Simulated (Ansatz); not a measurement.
Gas-phase electronic energies from Ansatz, PBE0-D4/def2-TZVP geometries. CCSD(T)/CBS is the MP2 limit (def2-TZVPP, def2-QZVPP) plus CCSD(T) − MP2 in def2-TZVPP, frozen cores. This one scheme is used for every species. DFT in def2-TZVPP. def2 core potentials past Kr. For Te outer-core shells are correlated without core-valence functions, which leaves a few kJ/mol of doubt a bond. One conformer a species, not always the lowest.

`OC(F)[TeH]` + H₂ → `FC[TeH]` + H₂O  (hydrogenolysis of a C–O bond)

```csv
species,PBE energy (Eh)
`OC(F)[TeH]`,-482.85074
H₂,-1.16614
`FC[TeH]`,-407.65937
H₂O,-76.38007
```

Work out ΔE.

ΔE = (-407.65937) + (-76.38007) − (-482.85074) − (-1.16614) = -0.02256 Eh = -59.2 kJ/mol. CCSD(T)/CBS gives -73.1 kJ/mol.

What do rigid-rotor, harmonic-oscillator terms from PBE0-D4/def2-TZVP frequencies (298.15 K, 1 bar) make of the CCSD(T)/CBS value? (An estimate is asked.)

The calculation gave: ΔZPE = +17.0 kJ/mol, ΔH = -57.4 kJ/mol, ΔS = 33 J/(mol·K), ΔG = -67.4 kJ/mol.

Largest T1 diagnostic among the species: 0.012.

In def2-TZVPP, CCSD(T) changes the Hartree–Fock value by +13.4 kJ/mol (the triples alone add +5.4 kJ/mol) and MP2 by +12.9 kJ/mol. From r2SCAN to r2SCAN0 (25 % exact exchange), in def2-TZVPP and without D4, ΔE moves by −7.6 kJ/mol.
